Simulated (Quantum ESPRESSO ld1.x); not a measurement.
Coherent X-ray form factor from a spherical all-electron density. All-electron calculation, scalar-relativistic Kohn-Sham, LDA (Slater exchange, VWN5 correlation), spin-polarised, spherical densities, point nucleus. Program: ld1.x of Quantum ESPRESSO 7.5.

sin(theta)/lambda (1/angstrom),f0 (electrons)
0.05,19.887
0.1,19.555
0.15,19.022
0.2,18.317
0.25,17.476
0.3,16.539
0.4,14.533
0.5,12.579
0.6,10.866
0.8,8.402
1,6.999
1.25,5.975
1.5,5.179
2,3.707

The species is in the configuration that NIST lists as its ground one. Which atom or ion scatters so?

Answer. The nickel ion Ni8+, [Ar] 3d2. Extrapolating in s^2 from the first two rows gives f0(0) = 20.0, near the electron count 20; among species with that count, the fall with angle is slower the higher Z, and the table is that of Z = 28; from so few rows the species is fixed only to a neighbour or two.
